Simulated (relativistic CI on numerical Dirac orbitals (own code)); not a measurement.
## L2,3 absorption of copper in several valence states

Computed multiplet spectra 2p⁶3dⁿ → 2p⁵3dⁿ⁺¹ (Dirac-Coulomb-Breit ions, Slater integrals scaled by 0.9, an assumed crystal field that grows with the charge, no charge transfer; 300 K; Lorentzian 0.4 eV and Gaussian 0.3 eV FWHM at both edges, so that L2 comes out sharper than in experiment). Peaks over 5 % are given in eV from the highest peak in the L3 region of each spectrum (height, largest 100). S of the lowest state is read from ⟨S²⟩, and the branching ratio is the share of L3, cut at the minimum between the edges.

Field parameters in Wybourne normalisation: Oh B⁴₀ = 21Dq, B⁴₄ = √(5/14) B⁴₀. The field is a parameter set, without covalency.

- Cu2+ (d9, Oh, 10Dq = 13850 cm⁻¹): S = 0.50, branching ratio 0.73; peaks 0.0 (100), 20.1 (38)
- Cu3+ (d8, Oh, 10Dq = 17850 cm⁻¹): S = 1.00, branching ratio 0.74; peaks 0.0 (100), 1.8 (7), 2.8 (25), 20.3 (25), 21.8 (25)

Task: What spin state follows for Cu4+ in Oh, 10Dq = 21900 cm⁻¹, and does its branching ratio lie nearer 2/3 or nearer 0.8?

Result: Cu4+ (d7, Oh, 10Dq = 21900 cm⁻¹): S = 1.50, high spin, branching ratio 0.83; peaks -5.5 (69), -4.0 (16), -2.9 (71), -1.9 (74), 0.0 (100), 1.9 (16), 2.9 (9), 3.7 (6), 18.5 (20), 19.1 (12), 19.8 (19), 20.8 (25). High-spin states, above all those with an unquenched orbital moment, raise the ratio above the statistical 2/3; low spin and nearly empty shells keep it near or below 2/3.

The centroid of the whole edge, which also moves with the branching ratio, lies at 937.6 (Cu2+), 941.3 (Cu3+), 942.1 (Cu4+) eV in this ionic model, in steps of 0.8 to 3.7 eV. Compounds show about 1 to 2 eV a unit and lower energies for the high valences, since ligands screen the charge. The multiplet shape follows the d count and the spin state, and so serves as a fingerprint of valence. Real compounds of Cu4+ are mostly low spin, since covalency shrinks the Slater integrals more than this scale does.
